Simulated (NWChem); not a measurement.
System: C5H5F; SMILES C(/C)(F)=C\C#C

NWChem input:

```
start job
memory heap 200 mb stack 900 mb global 1100 mb
geometry units angstroms noautosym nocenter noautoz
  C      0.169403     2.767000     0.000000
  C     -0.248424     1.627087     0.000000
  C     -0.776952     0.311246     0.000000
  C     -0.030051    -0.805991     0.000000
  C     -0.513541    -2.206718     0.000000
  F      1.297451    -0.714973     0.000000
  H      0.548735     3.771937     0.000000
  H     -1.863891     0.191621     0.000000
  H     -0.133632    -2.740441    -0.886181
  H     -0.133632    -2.740441     0.886181
  H     -1.609433    -2.249054     0.000000
end
basis spherical
  C library pcsseg-1
  F library pcsseg-1
  H library pcsseg-1
end
dft
  xc xpbe96 cpbe96
  iterations 150
end
property
  shielding 10 1 2 3 4 5 6 7 8 9 11
  efieldgrad
end
task dft property
```

NWChem printed, in part:

```
             Northwest Computational Chemistry Package (NWChem) 7.3.0
             --------------------------------------------------------

                             Geometry "geometry" -> ""
                             -------------------------

 Output coordinates in angstroms (scale by  1.889725989 to convert to a.u.)

  No.       Tag          Charge          X              Y              Z
 ---- ---------------- ---------- -------------- -------------- --------------
    1 C                    6.0000     0.16940300     2.76700000     0.00000000
    2 C                    6.0000    -0.24842400     1.62708700     0.00000000
    3 C                    6.0000    -0.77695200     0.31124600     0.00000000
    4 C                    6.0000    -0.03005100    -0.80599100     0.00000000
    5 C                    6.0000    -0.51354100    -2.20671800     0.00000000
    6 F                    9.0000     1.29745100    -0.71497300     0.00000000
    7 H                    1.0000     0.54873500     3.77193700     0.00000000
    8 H                    1.0000    -1.86389100     0.19162100     0.00000000
    9 H                    1.0000    -0.13363200    -2.74044100    -0.88618100
   10 H                    1.0000    -0.13363200    -2.74044100     0.88618100
   11 H                    1.0000    -1.60943300    -2.24905400     0.00000000

 Effective nuclear repulsion energy (a.u.)     200.7352561485

  pbe96 is a nonlocal functional; adding pw91lda local functional.
                              NWChem Property Module
                              ----------------------

  itol2e modified to match energy
  convergence criterion.

                                 NWChem DFT Module
                                 -----------------

 Summary of "ao basis" -> "ao basis" (spherical)
 ------------------------------------------------------------------------------
       Tag                 Description            Shells   Functions and Types
 ---------------- ------------------------------  ------  ---------------------
 C                          pcsseg-1                 7       17   3s3p1d
 F                          pcsseg-1                 7       17   3s3p1d
 H                          pcsseg-1                 3        5   2s1p

  itol2e modified to match energy
  convergence criterion.

[...]

          -----------------------------------------
          Chemical Shielding Tensors (GIAO, in ppm)
          -----------------------------------------

                                NWChem CPHF Module
                                ------------------

  scftype          =     RHF
  nclosed          =       22
  nopen            =        0
  variables        =     2310
  # of vectors     =        3
  tolerance        = 0.10D-03
  level shift      = 0.00D+00
  max iterations   =       50
  max subspace     =       30

 SCF residual:    3.6589589759646309E-005

Iterative solution of linear equations
  No. of variables     2310
  No. of equations        3
  Maximum subspace       30
        Iterations       50
       Convergence  1.0D-04

   iter   nsub   residual    time
   ----  ------  --------  ---------
     1      3    2.11D-05      70.6

      Atom:    1  C
        Diamagnetic
    249.7757     13.6663     -0.0000
     13.6663    276.4941     -0.0000
     -0.0000     -0.0000    244.0198

        Paramagnetic
   -182.4812     36.4857      0.0000
     36.4857    -98.0104      0.0000
      0.0000      0.0000   -216.0727

        Total Shielding Tensor
     67.2945     50.1520      0.0000
     50.1520    178.4837      0.0000
      0.0000      0.0000     27.9470

           isotropic =      91.2417
          anisotropy =     159.7807

          Principal Components and Axis System
                 1           2           3
              197.7622     48.0160     27.9470

      1         0.3588      0.9334     -0.0000
      2         0.9334     -0.3588     -0.0000
      3         0.0000      0.0000      1.0000

      Atom:    2  C
        Diamagnetic
    239.1833     19.2237     -0.0000
     19.2237    281.2258     -0.0000
     -0.0000     -0.0000    231.0566

        Paramagnetic
   -205.2568     74.8897      0.0000
     74.8897    -27.2402      0.0000
      0.0000      0.0000   -219.7132

        Total Shielding Tensor
     33.9265     94.1134     -0.0000
     94.1134    253.9856     -0.0000
     -0.0000     -0.0000     11.3434

           isotropic =      99.7518
          anisotropy =     283.4897

          Principal Components and Axis System
                 1           2           3
              288.7450     11.3434     -0.8329

      1         0.3465      0.0000      0.9381
      2         0.9381      0.0000     -0.3465
      3        -0.0000      1.0000     -0.0000

      Atom:    3  C
        Diamagnetic
    262.9023     -6.6361     -0.0000
     -6.6361    277.1585      0.0000
     -0.0000      0.0000    247.7667

        Paramagnetic
   -240.1256    -32.0460      0.0000
    -32.0460   -170.6992     -0.0000
      0.0000     -0.0000   -107.1941

        Total Shielding Tensor
     22.7767    -38.6821     -0.0000
    -38.6821    106.4593      0.0000
     -0.0000      0.0000    140.5726

           isotropic =      89.9362
          anisotropy =      75.9546

          Principal Components and Axis System
                 1           2           3
              140.5726    121.6004      7.6355

      1        -0.0000     -0.3645      0.9312
      2         0.0000      0.9312      0.3645
      3         1.0000     -0.0000      0.0000

      Atom:    4  C
        Diamagnetic
    259.5151     -2.9609     -0.0000
     -2.9609    263.9177      0.0000
     -0.0000      0.0000    229.7532

        Paramagnetic
   -315.7769    -62.7573     -0.0000
    -62.7573   -269.3170     -0.0000
     -0.0000     -0.0000   -160.2428

[...]
```

Level: PBE/pcSseg-1, GIAO. Coordinates come from a PBE0/def2-SVP optimisation. NWChem prints the field gradient with the sign opposite to the second derivative of the potential. The output numbers the shielded atoms by their place in the input's list. The printed shielding anisotropy is the first printed principal value minus the mean of the other two.
